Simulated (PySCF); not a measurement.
Vanadium: highly charged ions in a basis for the neutral atom

V⁷⁺ [Ne] 3s2 3p4, V⁸⁺ [Ne] 3s2 3p3. All numbers are calculated (PySCF 2.14, no relativity, point nucleus, in 6-31G* (5s4p2d1f, 34 functions)). No spin-orbit coupling, so a gap to NIST mixes the basis error with missing relativistic terms.

Changed run: basis of the neutral atom used for a highly charged ion. This setting is unsound on purpose.

```
species  method  sound run (hartree)  changed run (hartree)  converged
    V⁷⁺     UHF              not run             -926.38715        yes
    V⁷⁺  r2SCAN              not run             -927.01565        yes
    V⁷⁺     PBE              not run             -926.79320        yes
    V⁸⁺     UHF              not run             -919.94505        yes
    V⁸⁺  r2SCAN              not run             -920.51401        yes
    V⁸⁺     PBE              not run             -920.28724        yes
```

Ionisation energy of V⁷⁺:

| method | changed run (eV) | NIST (eV) |
| --- | --- | --- |
| UHF | 175.30 | 173.55 ± 0.21 |
| r2SCAN | 176.92 | 173.55 ± 0.21 |
| PBE | 177.04 | 173.55 ± 0.21 |

The contracted functions were made for the neutral atom and can be too rigid for a highly charged ion.
